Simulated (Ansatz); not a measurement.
C₃H₆FIn, SMILES `C=[CH][In]([CH3])[F]` at its PBE0-D4/def2-TZVP geometry, where that method's forces vanish. Total charge 0; spin multiplicity 1. In takes the def2 core potential.

| atom | x (Å) | y (Å) | z (Å) |
| --- | --- | --- | --- |
| C1 | -0.089 | -2.542 | 0.274 |
| C2 | 0.469 | -1.532 | -0.389 |
| In3 | -0.113 | 0.440 | 0.097 |
| C4 | 0.135 | 2.512 | -0.316 |
| F5 | -1.452 | 0.208 | 1.538 |
| H6 | -0.830 | -2.375 | 1.051 |
| H7 | 0.171 | -3.578 | 0.067 |
| H8 | 1.207 | -1.745 | -1.159 |
| H9 | -0.413 | 2.773 | -1.222 |
| H10 | 1.186 | 2.762 | -0.460 |
| H11 | -0.270 | 3.078 | 0.521 |

**Question.** For each bond, give half the difference of the two atoms' forces along it (eV/Å; positive pushes the atoms apart) under PBE-D4, r2SCAN-D4, B3LYP-D4, ωB97M-V in def2-TZVPP. (Estimate.)

**Answer.** Ansatz gave: 
```tsv
bond	length (Å)	PBE-D4	r2SCAN-D4	B3LYP-D4	ωB97M-V
C1–C2	1.331	0.28	0.13	0.07	0.08
C1–H6	1.086	0.03	-0.06	-0.08	-0.06
C1–H7	1.089	0.04	-0.03	-0.08	-0.07
C2–In3	2.114	-0.08	0.00	0.08	-0.02
C2–H8	1.087	0.04	-0.05	-0.13	-0.08
In3–C4	2.127	-0.04	0.02	0.13	-0.01
In3–F5	1.981	0.42	0.06	0.24	0.00
C4–H9	1.091	0.10	-0.02	-0.08	-0.04
C4–H10	1.090	0.10	-0.02	-0.08	-0.05
C4–H11	1.089	0.08	-0.04	-0.09	-0.03
```

B3LYP here is the variant with VWN-RPA as its local correlation; programs differ in this.
